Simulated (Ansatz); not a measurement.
`NBBr`. Total charge 0; spin multiplicity 1.

```xyz
6

N     0.263   -0.668    0.306
B    -0.338    0.508   -0.096
Br    0.371    1.471   -1.612
H    -0.075   -1.199    1.090
H     1.066   -1.064   -0.153
H    -1.287    0.954    0.465
```

(1) What are the harmonic wavenumbers in cm⁻¹ at PBE0-D4/def2-TZVP (Ansatz, finite differences of forces, unscaled)? (An estimate is asked.)

(2) Is this a minimum?

(3) Give the ideal-gas thermochemistry at 298.15 K and 1 bar (rigid rotor, harmonic oscillator; point group Cs, symmetry number 1).

(4) Rotational constants (cm⁻¹)?

## Answers

(1) Ansatz gave: 305, 551, 601, 605, 880, 908, 1128, 1355, 1628, 2678, 3614, 3715.

(2) Yes, all 12 modes are real.

(3) Zero-point energy 107.5 kJ/mol; H(298) − E = 120.2 kJ/mol; entropy 279.8 J/(mol·K), of which translation 167.2, rotation 99.2, vibration 13.4; G(298) − E = 36.8 kJ/mol.

(4) 1.65, 0.1263, 0.1173.
